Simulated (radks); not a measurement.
The numbers below are computed, except where a source is named.
The tantalum ion Ta2+ inside a hard spherical wall (all orbitals vanish at R), configuration held at [Xe] 4f14 5d3 and not refilled when levels cross. Level of theory: scalar-relativistic Kohn-Sham, r2SCAN, spin-unpolarised, spherical densities, finite nucleus; meta-GGA in the generalised Kohn-Sham scheme; Fermi nuclear charge, rms radius 5.3507 fm (a radial shooting solver on a logarithmic mesh with Libxc functionals). Eigenvalues in eV, with the zero of energy where the potential of the charges vanishes at infinity; a dash marks a level that is unbound or too diffuse for the functional's potential to be trusted. A positive occupied level is held by the wall or, in an anion where self-interaction has pushed it up, behind a barrier. The pressure on the wall is -dE/dV.

| R (bohr) | E (hartree) | kinetic (hartree) | e(5s) | e(5p) | e(4f) | e(5d) | e(6s, empty) | e(6p, empty) | pressure (GPa) |
|---|---|---|---|---|---|---|---|---|---|
| free | -15603.0899 | 17138.900 | -90.278 | -56.096 | -40.522 | -18.093 | -17.825 | -11.945 | 0 |
| 12 | -15603.0899 | 17138.900 | -90.278 | -56.096 | -40.522 | -18.093 | -17.825 | -11.944 | < 0.0001 |
| 10 | -15603.0899 | 17138.900 | -90.277 | -56.095 | -40.522 | -18.093 | -17.825 | -11.939 | < 0.0001 |
| 8 | -15603.0898 | 17138.901 | -90.271 | -56.089 | -40.515 | -18.087 | -17.814 | -11.862 | 0.00577 |
| 7 | -15603.0894 | 17138.906 | -90.242 | -56.062 | -40.486 | -18.062 | -17.764 | -11.650 | 0.0479 |
| 6 | -15603.0866 | 17138.931 | -90.114 | -55.941 | -40.354 | -17.944 | -17.523 | -10.954 | 0.385 |
| 4 | -15602.9849 | 17139.501 | -88.145 | -54.116 | -38.274 | -15.693 | -12.280 | -1.550 | 26.5 |
| 3.5 | -15602.8348 | 17140.254 | -86.491 | -52.561 | -36.440 | -13.380 | -6.478 | 7.252 | 89.2 |
| 2 | -15595.6649 | 17173.074 | -57.719 | -19.599 | -3.441 | 35.138 | 116.08 | 155.71 | 12000 |
| 1.5 | -15569.6073 | 17272.512 | 10.168 | 62.028 | 55.735 | 140.11 | 362.66 | 425.01 | 114000 |
